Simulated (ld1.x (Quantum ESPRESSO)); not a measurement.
Transferability test, PAW potential for Hg

Hg (Z = 80), PAW, made with ld1.x (Quantum ESPRESSO) 7.5 (PW91, scalar-relativistic). Core [Kr] 4d10, reference 4f14 5s2 5p6 5d10 6s2 6p0. Waves: 5s (bound): rcut 1.35, rcutus 1.50 bohr; 6s (bound): rcut 1.35, rcutus 1.50 bohr; 5p (bound): rcut 1.70, rcutus 1.80 bohr; 6p (bound, empty): rcut 1.70, rcutus 1.80 bohr; 5d (bound): rcut 1.40, rcutus 1.90 bohr; 5d channel at -0.35 Ry: rcut 1.40, rcutus 1.90 bohr; 4f (bound): rcut 0.60, rcutus 0.75 bohr; 4f channel at -2.05 Ry: rcut 0.60, rcutus 0.75 bohr. Local part: all-electron potential smoothed inside 1.05 bohr (lloc = -2). Core correction: a·sin(br)/r model core, default radius (ld1.x builds one for every PAW set, though the input has nlcc=.false.). Augmentation charge: PSQ, inside the norm-conserving radii.

Energies are relative to the spin-unpolarised reference configuration 4f14 5s2 5p6 5d10 6s2 6p0; without spin polarisation the order of configurations can differ from experiment. Not all tests gave a result: test run stopped at test 5 of 7 (negative rho).

Its overlap operator is not positive definite in a basis up to 400 Ry (lowest eigenvalue s -0.17, p -0.07), so the file is unfit for use: the generalised eigenproblem breaks down once the basis is large enough, and its test numbers describe a broken file.

| valence configuration | charge | ΔE all-electron (eV) | error AE − PS (meV) |
| --- | --- | --- | --- |
| 4f14 5s2 5p6 5d10 6s1 6p0 | +1 | 10.770 | -10 |
| 4f14 5s2 5p6 5d10 6s0 6p0 | +2 | 29.843 | -41 |
| 4f14 5s2 5p6 5d9 6s0 6p0 | +3 | 65.450 | -38 |
| 4f14 5s2 5p6 5d9 6s2 6p0 | +1 | 15.576 | -5.3 |

ld1.x printed “convergence not achieved” for 1 of the counted tests; its residual had stalled under 1e-8, short of the target of 1e-14.

The ghost test of this file was not conclusive.
